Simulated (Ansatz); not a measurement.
One change: `N[SiH](F)F` becomes `FC[SiH](F)F`.

Ansatz, PBE0-D4/def2-TZVP geometries, multiplicity 1. Each molecule was computed in one conformer, which needn't be the lowest.

| property | `N[SiH](F)F` |
| --- | --- |
| HOMO energy (PBE/def2-TZVPP) / eV | -6.84 |
| HOMO energy (PBE0/def2-TZVPP) / eV | -8.38 |
| HOMO energy (ωB97M-V/def2-TZVPP) / eV | -10.81 |
| size of the dipole moment (B3LYP/def2-TZVPP) / D | 2.55 |
| HOMO energy (B3LYP/def2-TZVPP) / eV | -8.11 |
| LUMO energy (ωB97M-V/def2-TZVPP) / eV | 2.15 |

(1) Give the same properties after the change, and the shifts. (An estimate is asked.)

Results:

(1) Ansatz gave: 
```
                                        property  `FC[SiH](F)F`  shift
               HOMO energy (PBE/def2-TZVPP) / eV          -7.53  -0.69
              HOMO energy (PBE0/def2-TZVPP) / eV          -9.13  -0.75
           HOMO energy (ωB97M-V/def2-TZVPP) / eV         -11.44  -0.63
size of the dipole moment (B3LYP/def2-TZVPP) / D           1.40  -1.15
             HOMO energy (B3LYP/def2-TZVPP) / eV          -8.92  -0.81
           LUMO energy (ωB97M-V/def2-TZVPP) / eV           1.95  -0.20
```

With PBE0 the HOMO falls by 0.75 eV and the LUMO falls by 0.64 eV, so the gap widens by about 0.11 eV. PBE moves the HOMO by -0.69 eV and ωB97M-V by -0.63 eV. The zero-point energy changes by 10.4 kJ/mol with +3 modes. Dipoles are sizes alone; their direction can turn.

B3LYP here is the variant with VWN-RPA as its local correlation; programs differ in this.
